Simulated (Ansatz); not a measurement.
A family of molecules: the vertical ionisation energy

One atom is swapped for its congeners: InF; InCl; InI (indium iodide (ini)). The Br member is missing. All are singlets with charge 0.

Shapes, held fixed at every level: PBE0-D4/def2-TZVP. Programs: Ansatz 0.2.0. Values in eV.

```csv
level,InF,InCl,InI
PBE-D4/def2-TZVPP,9.96,9.46,8.78
B3LYP-D4/def2-TZVPP,10.15,9.59,8.88
wB97M-V/def2-TZVPP,10.04,9.56,8.81
MP2/def2-TZVPP,10.11,9.62,8.93
CCSD/def2-TZVPP,10.00,9.46,8.73
CCSD(T)/def2-TZVPP,10.02,9.48,8.78
```

At CCSD(T)/def2-TZVPP the vertical ionisation energy falls at every step, from 10.02 to 8.78 eV. Every level shows the same order. For atoms past krypton def2 sets carry core potentials with scalar relativity. Correlated rows may include outer-core shells of I, In, which these sets cover unevenly. The lone pairs of the heavier congeners lie higher, so an electron comes off more easily. Spin-orbit coupling, which grows down the group, is left out.
